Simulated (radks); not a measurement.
Problem. Valence configurations of Ni I (all share [Ar]). All-electron calculation, Dirac Kohn-Sham, BLYP, spin-unpolarised, spherical densities, point nucleus; open shells fill j = l - 1/2 first. Program: a radial shooting solver on a logarithmic mesh with Libxc functionals. Order these by energy: 3d7 4s2 4p1; 3d9 4p1; 3d10; 3d8 4s2; 3d8 4p2; 3d7.5 4s1.5 4p1; 3d8 4s1.5 4p0.5; 3d9 4s1; 3d6 4s2 4p2; 3d7.5 4s2 4p0.5.

Solution. From the lowest, in eV above it: 3d9 4s1 0.000; 3d10 1.041; 3d8 4s2 1.430; 3d8 4s1.5 4p0.5 3.666; 3d9 4p1 3.953; 3d7.5 4s2 4p0.5 5.850; 3d7.5 4s1.5 4p1 8.347; 3d8 4p2 10.918; 3d7 4s2 4p1 11.752; 3d6 4s2 4p2 28.402. NIST lists [Ar] 3d8 4s2 as the ground configuration; this level of theory puts 3d9 4s1 lower, by 1.430 eV. The energies are those of spherical spin-averaged densities, not of single terms.
